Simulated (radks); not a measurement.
These are the eigenvalues of the occupied orbitals of an atom or ion with whole-number occupations (hartree). All-electron calculation, scalar-relativistic Kohn-Sham, LDA (Slater exchange, VWN5 correlation), spin-polarised, spherical densities, finite nucleus; Fermi nuclear charge, rms radius of each element as measured or else 0.836 A^(1/3) + 0.57 fm. Program: a radial shooting solver on a logarithmic mesh with Libxc functionals.

| orbital | eigenvalue |
|---|---|
| 1s up | -1395.330 |
| 1s down | -1395.286 |
| 2s up | -243.3334 |
| 2s down | -243.3049 |
| 2p up | -221.2243 |
| 2p down | -221.1855 |
| 3s up | -71.21957 |
| 3s down | -71.17117 |
| 3p up | -64.11639 |
| 3p down | -64.06360 |
| 3d up | -53.94013 |
| 3d down | -53.89059 |
| 4s up | -31.34732 |
| 4s down | -31.11416 |
| 4p up | -28.75569 |

Which element is it, and in what charge state? The configuration may be excited. Open shells, if any, are filled with parallel spins first.

Answer. Z = 56, barium, charge +24: Ba24+ in [Ar] 3d10 4s2 4p2. The list shows which subshells hold electrons but not how many an open one holds; the 1s level, -1395.3 hartree, gives Z - s = 52.8 by -(Z - s)^2/2, which with screening and relativity narrows Z to a few neighbours, and the depths of the outer levels then fix element, charge and occupations together.
